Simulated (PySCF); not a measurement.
# `CCO[Si@@H]1[SiH2][SiH2][Si@@H]1C#N`: 4 charge schemes on one density

C₃H₁₁NOSi₄.
Geometry (GFN2-xTB, Å), atoms numbered from 1 in this order:
```xyz
20
C3H11NOSi4 angstrom
C      3.0432   -0.0988    0.6372
C      2.0819   -0.6627   -0.3952
O      1.1288    0.3060   -0.7254
Si    -0.2737    0.1552   -1.5312
Si    -1.4041    2.1142   -0.9219
Si    -2.8655    0.8671    0.4595
Si    -1.8332   -1.1358   -0.2852
C     -0.9899   -2.0598    1.0983
N     -0.4058   -2.5664    1.9484
H      3.7967   -0.8411    0.8841
H      2.4982    0.1671    1.5394
H      3.5307    0.7914    0.2467
H      2.6228   -0.9581   -1.3027
H      1.5753   -1.5496    0.0044
H      0.0180   -0.3068   -2.9042
H     -0.6995    3.2504   -0.3166
H     -2.0997    2.7159   -2.0713
H     -2.8014    1.1161    1.9057
H     -4.3058    0.9475    0.1742
H     -2.6224   -2.2412   -0.8569
```

Density: PBE0/pcSseg-1 (PySCF); schemes: Mulliken, IAO, Hirshfeld and ESP-fitted. Geometry: GFN2-xTB, one conformer, isolated molecule.

**Question.** Do the Mulliken, IAO, Hirshfeld and ESP-fitted schemes agree on where the charge is lowest?

**Answer.** All schemes agree: Mulliken O3 (-0.640); IAO O3 (-0.637); Hirshfeld O3 (-0.218); ESP-fitted O3 (-0.465).

**Question.** At which atom do the 4 schemes differ most?

**Answer.** At C2: from -0.038 (IAO) to +0.456 e (ESP-fitted), 0.494 e apart.

**Question.** What partial charge does each atom carry?

**Answer.** In e:

| atom | environment | Mulliken | IAO | Hirshfeld | ESP-fitted |
| --- | --- | --- | --- | --- | --- |
| C1 | methyl carbon | -0.276 | -0.423 | -0.120 | -0.442 |
| C2 | sp3 carbon bound to oxygen | +0.018 | -0.038 | +0.012 | +0.456 |
| O3 | silyl ether oxygen | -0.640 | -0.637 | -0.218 | -0.465 |
| Si4 | oxygen-bound silicon | +0.565 | +0.643 | +0.265 | +0.426 |
| Si5 | SiH2 silicon | -0.009 | +0.153 | +0.154 | +0.067 |
| Si6 | SiH2 silicon | +0.108 | +0.168 | +0.159 | +0.187 |
| Si7 | SiH silicon | +0.098 | +0.244 | +0.195 | -0.029 |
| C8 | cyano carbon | -0.168 | -0.133 | -0.038 | +0.248 |
| N9 | cyano nitrogen | -0.219 | -0.213 | -0.205 | -0.413 |
| H10 | methyl hydrogen | +0.113 | +0.148 | +0.050 | +0.108 |
| H11 | methyl hydrogen | +0.122 | +0.151 | +0.044 | +0.128 |
| H12 | methyl hydrogen | +0.117 | +0.147 | +0.042 | +0.110 |
| H13 | methylene hydrogen | +0.106 | +0.125 | +0.037 | -0.024 |
| H14 | methylene hydrogen | +0.130 | +0.130 | +0.030 | -0.039 |
| H15 | Si–H hydrogen | -0.046 | -0.118 | -0.076 | -0.101 |
| H16 | Si–H hydrogen | +0.002 | -0.062 | -0.058 | -0.023 |
| H17 | Si–H hydrogen | -0.019 | -0.084 | -0.078 | -0.064 |
| H18 | Si–H hydrogen | +0.004 | -0.065 | -0.063 | -0.053 |
| H19 | Si–H hydrogen | -0.009 | -0.072 | -0.068 | -0.061 |
| H20 | Si–H hydrogen | +0.004 | -0.064 | -0.062 | -0.015 |

Mean size of the charges over all atoms: IAO 0.191 e, ESP-fitted 0.173 e, Mulliken 0.139 e, Hirshfeld 0.099 e. Each set sums to the total charge, 0, to within 0.001 e. The ESP scheme fits charges at the nuclei, held to the total charge, to the electrostatic potential on points at 1.4 to 2.0 times the van der Waals radii.

**Question.** Sum the charges by element, for elements with more than one atom.

**Answer.** 
```json
{"element": "C", "atoms": "3", "Mulliken": "-0.426", "IAO": "-0.594", "Hirshfeld": "-0.145", "ESP-fitted": "+0.262"}
{"element": "Si", "atoms": "4", "Mulliken": "+0.761", "IAO": "+1.208", "Hirshfeld": "+0.772", "ESP-fitted": "+0.652"}
{"element": "H", "atoms": "11", "Mulliken": "+0.524", "IAO": "+0.235", "Hirshfeld": "-0.202", "ESP-fitted": "-0.035"}
```

**Question.** How closely do the schemes follow one another over all atoms?

**Answer.** Correlation coefficient and root-mean-square difference: Mulliken with IAO 0.96, 0.075 e; IAO with Hirshfeld 0.91, 0.154 e; Mulliken with Hirshfeld 0.81, 0.141 e; IAO with ESP-fitted 0.74, 0.180 e; Mulliken with ESP-fitted 0.73, 0.168 e; Hirshfeld with ESP-fitted 0.72, 0.173 e.
